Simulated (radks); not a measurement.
Question: Pr3+, 56 electrons, occupied as [Xe] 4f2 (the NIST ground configuration). Method: non-relativistic Kohn-Sham, PBE, spin-polarised, spherical densities, point nucleus; open shells are filled with parallel spins first (spin-orbit coupling, left out, can overturn this in heavy ions); relativity is left out, which matters for an element this heavy; computed with a radial shooting solver on a logarithmic mesh with Libxc functionals. Some entries of the table are withheld. Estimate them.

| orbital | occ. | eigenvalue (Ry) | r(max) (bohr) | <r> (bohr) |
|---|---|---|---|---|
| 1s down | 1 | -2919.688 | 0.01705 | 0.02573 |
| 1s up | 1 | -2919.688 | 0.01705 | 0.02573 |
| 2s up | 1 | -457.4908 | 0.09376 | 0.1101 |
| 2s down | 1 | -457.4900 | 0.09376 | 0.1101 |
| 2p up | 3 | -433.2587 | 0.07311 | 0.09352 |
| 2p down | 3 | -433.2583 | 0.07311 | 0.09352 |
| 3s up | 1 | -100.3334 | 0.2635 | 0.2874 |
| 3s down | 1 | -100.2807 | 0.2635 | 0.2873 |
| 3p up | 3 | -89.80471 | 0.2505 | 0.2773 |
| 3p down | 3 | -89.75633 | 0.2504 | 0.2772 |
| 3d up | 5 | -70.19544 | 0.2016 | 0.2483 |
| 3d down | 5 | -70.16002 | 0.2016 | 0.2481 |
| 4s up | 1 | -21.56634 | 0.6076 | 0.6526 |
| 4s down | 1 | -21.44385 | 0.6074 | 0.6525 |
| 4p up | 3 | -17.60323 | 0.6167 | 0.6714 |
| 4p down | 3 | -17.48049 | 0.6166 | 0.6713 |
| 4d up | 5 | -10.63328 | 0.6335 | (1) |
| 4d down | 5 | -10.51055 | 0.6333 | (2) |
| 5s up | 1 | -4.54118 | 1.398 | 1.534 |
| 5s down | 1 | -4.48041 | 1.405 | 1.544 |
| 5p up | 3 | -3.43578 | 1.520 | 1.698 |
| 5p down | 3 | -3.38755 | 1.529 | 1.710 |
| 4f up | 2 | -2.49645 | 0.6590 | 0.9579 |
| 4f down | 0 | -2.38561 | 0.6597 | 0.9707 |

Answer: 
(1) 4d up <r> (bohr): 0.7204
(2) 4d down <r> (bohr): 0.7206
